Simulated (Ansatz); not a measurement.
Cost and result for the atomization energy of BFH2S2 (`FB(S)S`) (6 atoms, 5 bonds).

The species carries charge 0 and has multiplicity 1. Geometry: relaxed with PBE0-D4/def2-TZVP. It is one conformer, not always the lowest. Program: Ansatz. All runs use 2 threads of a server CPU on a shared host. Times are those of one run each, without the atoms' runs, and a repeat can differ threefold. Electronic energies, without spin–orbit coupling; frozen cores. CCSD(T)/CBS adds CCSD(T) − MP2 in def2-TZVPP to the MP2 limit, and its time is that of the two runs behind it. T1 = 0.013. B3LYP takes the VWN-RPA correlation (the form of Gaussian; ORCA's B3LYP/G). HSE06 is the plane-wave form, built on full-range PBE exchange.

CCSD(T)/CBS is a level of theory with its own doubt, some kJ/mol a heavy atom from the limit and from the frozen cores, so smaller differences don't rank the functionals.

```csv
level,functions,wall time,atomization (kJ/mol),difference from CCSD(T)/CBS,per bond
CCSD(T)/def2-SVP,74,1.6 s,2034.2,-123.2,-24.6
PBE-D4/def2-TZVPP (with forces),174,2.1 s,2228.8,71.4,14.3
PBE0-D4/def2-TZVPP,174,2.6 s,2176.9,19.5,3.9
HSE06-D4/def2-TZVPP,174,3.1 s,2178.8,21.4,4.3
CAM-B3LYP-D4/def2-TZVPP,174,3.2 s,2163.1,5.7,1.1
B3LYP-D4/def2-TZVPP (with forces),174,3.6 s,2155.4,-2.0,-0.4
PBE-QIDH/def2-TZVPP,174,4.5 s,2157.6,0.2,0.0
r2SCANh-D4/def2-TZVPP,174,5.5 s,2175.4,18.0,3.6
ωB97X-V/def2-TZVPP,174,7.5 s,2178.5,21.1,4.2
B97M-V/def2-TZVPP,174,9 s,2205.9,48.5,9.7
MP2/def2-QZVPP,314,12 s,2199.6,42.2,8.4
CCSD(T)/def2-TZVPP,174,40 s,2096.2,-61.2,-12.2
CCSD(T)/CBS(def2),–,52 s,2157.4,0.0,0.0
```

In def2-TZVPP, CCSD(T) changes the Hartree–Fock value by +518.8 kJ/mol (the triples alone add +42.8 kJ/mol) and MP2 by +586.7 kJ/mol; breaking electron pairs costs correlation energy, which Hartree–Fock lacks. From BLYP to BHLYP (50 % exact exchange), in def2-TZVPP and without D4, the atomization energy moves by −66.1 kJ/mol: exact exchange takes away binding that semilocal exchange gives to molecules. The D4 term adds +22.0 kJ/mol with B3LYP and +11.2 kJ/mol with PBE0; it sums over pairs of atoms, weighted by their polarisabilities, and B3LYP, whose exchange is more repulsive, gets the larger term.
